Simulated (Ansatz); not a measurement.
Geometry optimisation, RKS PBE0-D4/def2-SVP (Ansatz 0.2.0).

Input file:

```yaml
crystal:
  periodic: [false, false, false]
  atoms:
    - { symbol: Cl, position_ang: [1.3766, -2.5108, -1.2038] }
    - { symbol: B, position_ang: [1.3175, -1.162, 0.0824] }
    - { symbol: Cl, position_ang: [2.6813, -1.041, 1.2698] }
    - { symbol: B, position_ang: [0.1387, -0.0754, 0.1653] }
    - { symbol: C, position_ang: [-1.2825, 0.5117, -0.3353] }
    - { symbol: "N", position_ang: [-0.6661, 1.1701, 0.7967] }
    - { symbol: H, position_ang: [-2.155, -0.0672, -0.032] }
    - { symbol: H, position_ang: [-1.1897, 1.1181, -1.27] }
    - { symbol: H, position_ang: [1.29843, -0.21563, 0.2306] }
basis:
  gaussian: { orbitals: def2-SVP }
hamiltonian:
  xc: pbe0
  dispersion: d4
relax:
  f_tol: 0.02
  max_steps: 50
```

Command:

```bash
$ ansatz run input.yaml --threads 2 --pin off --max-ram 3072MiB --backend cpu --events-out ev --progress --plain --runs-dir out
```

Where does it end, and by what steps?

The forces met the threshold. After 35 steps the energy has fallen by 7.514 eV; H8 moved furthest, 1.88 Å. The start is strongly strained (largest force component 15 eV/Å), so its close contacts needn't be bonds. Parted: B2–H9 (0.96 → 2.55 Å), B4–C5 (1.62 → 2.60 Å).

```tsv
step	energy less start (eV)	largest force component (eV/Å)	accepted
0	0.0000	14.785	yes
2	-3.9389	3.657	yes
4	-4.5618	1.745	yes
6	-4.9569	1.260	yes
8	-5.3885	1.416	yes
10	-6.0525	1.242	yes
12	-6.3860	0.914	yes
14	-6.5062	1.127	yes
16	-6.8332	0.990	yes
18	-7.1077	1.359	yes
20	-7.3405	1.102	yes
22	-7.4708	0.244	yes
24	-7.4852	0.554	yes
26	-7.5022	0.290	yes
28	-7.5044	0.133	no
30	-7.5136	0.069	yes
32	-7.5136	0.083	no
34	-7.5140	0.028	yes
35	-7.5141	0.017	yes
```

```xyz
9
Properties=species:S:1:pos:R:3
Cl 1.516 -2.726 -0.685
B 1.463 -1.397 0.460
Cl 1.982 -1.713 2.106
B 0.953 0.160 0.007
C -1.554 0.581 -0.536
N -0.349 0.394 -0.277
H -1.945 0.474 -1.561
H -2.277 0.866 0.247
H 1.731 1.089 -0.056
```

Whether the end is a true minimum wasn't checked by a vibrational analysis.

Run time: 40 s on 2 threads of AMD EPYC 9R45 (Zen 5) (shared host), peak memory 0.26 GiB.
